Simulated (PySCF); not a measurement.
Radial density of Ca⁺ (calcium, charge +1)

UHF, [Ar] 3d1, 2D determinant (an excited configuration). Calculation: PySCF 2.14, in aug-cc-pwCVTZ-X2C with one added diffuse shell each of s, p, d, f type (10s9p7d4f, 100 functions); scalar relativity by spin-free X2C-1e.

| r (bohr) | 4πr²ρ (e/bohr) | 4πr²(ρα − ρβ) |
| --- | --- | --- |
| 0.00107 | 0.09444 | 0.0000 |
| 0.00180 | 0.2477 | 0.0000 |
| 0.00303 | 0.6389 | 0.0000 |
| 0.00509 | 1.599 | -0.0001 |
| 0.00857 | 3.800 | -0.0002 |
| 0.0144 | 8.263 | -0.0004 |
| 0.0242 | 15.44 | -0.0007 |
| 0.0408 | 22.42 | -0.0012 |
| 0.0686 | 22.24 | -0.0022 |
| 0.115 | 17.06 | -0.0056 |
| 0.194 | 21.98 | -0.0080 |
| 0.326 | 21.70 | 0.0229 |
| 0.549 | 7.320 | 0.1107 |
| 0.923 | 7.623 | 0.2563 |
| 1.55 | 4.615 | 0.3771 |
| 2.61 | 0.6359 | 0.2613 |
| 4.39 | 0.08130 | 0.0786 |
| 7.39 | 0.003473 | 0.0035 |

Densities and radii are taken from the X2C orbitals without a picture-change correction, which distorts them close to the nucleus.

Question: Where is the radial spin density 4πr²(ρα − ρβ) most negative, and why is it negative at all?

Answer: Around r = 0.194 bohr, down to -0.0080 e/bohr: exchange with the open shell polarises the paired shells in an unrestricted calculation.
